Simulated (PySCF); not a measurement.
## Relative stability

Two relaxed structures of ZnBHS, singlet (PBE0-D4/def2-TZVP; forces vanish, vibrations not checked).

A:

S1  (-2.388, 1.023, 0.228)
B2  (-0.915, 0.391, 0.087)
Zn3  (0.950, -0.408, -0.092)
H4  (2.361, -1.013, -0.227)
(Å)

B:

```
4
angstrom
S 1.0247 0.1293 0.0135
B -0.7005 -0.3932 -0.0731
Zn -1.9776 1.4451 0.3110
H 1.4824 -1.1139 -0.2427
```

Program: PySCF 2.14 with density fitting (its default auxiliary sets; JK sets also for MP2 and CCSD(T)). Basis: def2-TZVPP. Cores are frozen in the correlated methods. The 3s and 3p shells of Cu and Zn are frozen; filled d shells are correlated. B3LYP uses VWN-RPA correlation.

(1) Which structure is lower at CCSD(T), and by how much? (To be estimated.)

The T1 diagnostic stays at or below 0.021. The restricted Hartree–Fock reference is unstable towards an unrestricted one at one or more of these structures. A large double-excitation amplitude points to some diradical character; no triplet was computed.

Answers

(1) By the calculation: A, by 53.62 kcal/mol (electronic energy, against the other). By their contacts, A is ZnBHS ([S][B][ZnH]) and B is ZnBHS ([SH][B][Zn]).

All methods give the same order:

```csv
method,E(B) − E(A) (kcal/mol)
PBE-D4,48.21
r2SCAN-D4,54.89
PBE0-D4,52.32
B3LYP-D4,50.21
wB97M-V,57.66
HF,59.51
MP2,61.35
CCSD,54.71
CCSD(T),53.62
```

Labels in which every atom is bracketed show which atoms are joined, not bond orders.

For scale, one of the runs: CCSD(T)/def2-TZVPP, 151 basis functions, launched by `OMP_NUM_THREADS=2 python run.py`. Time: 110 s of wall clock on 2 CPU threads of an AMD EPYC 7B13; the host was shared. Peak host memory: 1 GiB.
